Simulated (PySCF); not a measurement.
## Shapes and spin states of HReN

Level of theory: PySCF, PBE0, basis Re def2-TZVP with ECP60, N def2-TZVP, H def2-TZVP (scalar-relativistic core potentials, no spin–orbit coupling, density fitting).

Relaxations began from a few typed shapes and spin states; open shells are unrestricted. The search is not exhaustive: other isomers or separated fragments can lie lower, and high-lying points may rest on an excited occupation.

Q: Which is the lowest minimum found?
A. broken-symmetry Ms = 1/2 (⟨S²⟩ 1.51) C∞v: Re–H 1.923 Å, Re–N 1.638 Å; H–Re–N 180.0°
B. broken-symmetry Ms = 1/2 (⟨S²⟩ 1.79) Cs: Re–H 1.704 Å, Re–N 1.644 Å; H–Re–N 112.4°
C. doublet Cs: Re–H 1.642 Å, Re–N 1.621 Å; H–Re–N 95.7°
D. doublet Cs: Re–H 1.642 Å, Re–N 1.621 Å; H–Re–N 95.9°
E. quartet Cs: Re–H 1.716 Å, Re–N 1.645 Å; H–Re–N 114.7°

A: C. The others lie at 0.3 (doublet Cs), 4.0 (quartet Cs), 54.4 (broken-symmetry Ms = 1/2 Cs), 159.5 (broken-symmetry Ms = 1/2 C∞v, a saddle point) kJ/mol above it.

For the lowest minimum: the spin densities have lower symmetry than the nuclear frame. Open d and f shells are described by one determinant, and the ground state may have another occupation or spin. With an element this heavy the missing spin–orbit coupling can shift these numbers.

The electron or spin density has lower symmetry than the nuclear frame for the broken-symmetry Ms = 1/2 (⟨S²⟩ 1.51) C∞v at 159.5 kJ/mol.
